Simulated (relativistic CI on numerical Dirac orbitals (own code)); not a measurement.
Hyperfine structure of Ta46+, mass number 181

Calculated at this level of theory: Dirac-Coulomb-Breit CI, separate exchange-only KLI orbitals for each configuration, QED by a radiative potential, unscaled Slater integrals (own radial code, finite nucleus).

CI space (outside the closed core [Ne]): 3s2 3p6 3d9, 3s2 3p5 3d10, 3s 3p6 3d10, 3s2 3p6 3d8 4s, 3s2 3p6 3d8 4p, 3s2 3p4 3d10 4s, 3s2 3p6 3d8 4d, 3s2 3p4 3d10 4p, 3s2 3p5 3d9 4s, 3s2 3p6 3d8 4f, 3s2 3p4 3d10 4d, 3s 3p5 3d10 4s, 3s2 3p5 3d9 4p, 3s 3p5 3d10 4p, 3s2 3p6 3d7 4s2, 3s2 3p5 3d9 4d. Levels of other configurations are missing.

Nuclear spin I = 7/2, μ = 2.365 μN, Q = 3.17 b (tables of Stone and Pyykkö). The electronic factors are computed for point nuclear moments, without core polarisation or the Bohr-Weisskopf and QED corrections.

```json
{"Level": "3s2 3p6 3d9 2D_5/2", "E (10³ cm⁻¹)": "0.0", "A (GHz)": "24.34", "B (GHz)": "-234"}
{"Level": "3s2 3p6 3d9 2D_3/2", "E (10³ cm⁻¹)": "503.5", "A (GHz)": "62.08", "B (GHz)": "-192"}
{"Level": "3s2 3p5 3d10 2P°_3/2", "E (10³ cm⁻¹)": "3534.5", "A (GHz)": "119.3", "B (GHz)": "-1110"}
{"Level": "3s2 3p5 3d10 2P°_1/2", "E (10³ cm⁻¹)": "5864.5", "A (GHz)": "1047", "B (GHz)": ""}
{"Level": "3s 3p6 3d10 2S_1/2", "E (10³ cm⁻¹)": "7752.2", "A (GHz)": "3290", "B (GHz)": ""}
{"Level": "3s2 3p6 3d8 4s 4F_9/2", "E (10³ cm⁻¹)": "12490.3", "A (GHz)": "148.8", "B (GHz)": "-165"}
{"Level": "3s2 3p6 3d8 4s 2F_7/2", "E (10³ cm⁻¹)": "12514.7", "A (GHz)": "-99.71", "B (GHz)": "-153"}
{"Level": "3s2 3p6 3d8 4s 2D_3/2", "E (10³ cm⁻¹)": "12580.2", "A (GHz)": "-198.2", "B (GHz)": "89.9"}
```

Levels with J = 0, under 50 % of one LS term, or S terms without an open s electron are left out. Small factors come from cancelling terms and can be off by tens of per cent or more.

At this charge energies of transitions that change n are usually good to better than 1 %, and those within a shell (Δn = 0) to a few per cent.

(1) Give the hyperfine levels of 3s2 3p6 3d9 2D_5/2 relative to its centre of gravity.

Answers

(1) With K = F(F + 1) − I(I + 1) − J(J + 1), E = AK/2 + B[¾K(K + 1) − I(I + 1)J(J + 1)]/[2I(2I − 1)J(2J − 1)]: F = 1: -399.3, F = 2: -283.7, F = 3: -135.4, F = 4: 15.5, F = 5: 128.8, F = 6: 154.4 GHz.

LS names give the leading component of a level, which can be under half, so a name can repeat, a term be missing and a line seem to break the LS rules.
